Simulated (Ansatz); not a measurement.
Reaction (SMILES): CB(C)N [[amino(methyl)boranyl]methane] → [CH2-]B(C)N + H+
Structures are relaxed separately at B3LYP-D3(BJ)/def2-TZVP in Ansatz (a program for electronic structure), one conformer each, not searched for the lowest. Frequencies are from Ansatz.

Quantity: gas-phase deprotonation energy (enthalpy at 298 K, with B3LYP-D3(BJ) rigid-rotor harmonic-oscillator terms), in kcal/mol. Correlated levels leave the core frozen unless marked. No spin-orbit coupling. No relativistic terms. Anions need diffuse functions: aug- sets have them; def2-D sets add few; the other sets have none. CBS marks a two-point X^-3 extrapolation of the correlation energy; Hartree-Fock from the larger set. [CCSD(T)-MP2]/basis is that difference in the basis named.

RI-MP2/CBS(aug-cc-pVTZ,aug-cc-pVQZ)+[CCSD(T)-MP2]/aug-cc-pVTZ (Ansatz) gives 388.9 kcal/mol.

Q: Another calculation gave 395.1 kcal/mol. Which level was it?
A) LC-wPBE/def2-TZVPD (Ansatz)
B) wB97M-V/def2-TZVPD (Ansatz)
C) SVWN5/def2-TZVPD (Ansatz)
D) PBE0/def2-TZVPD (Ansatz)

A: A, LC-wPBE/def2-TZVPD (Ansatz). The others give 391.2 (PBE0), 379.7 (SVWN5), 387.4 (wB97M-V) kcal/mol.
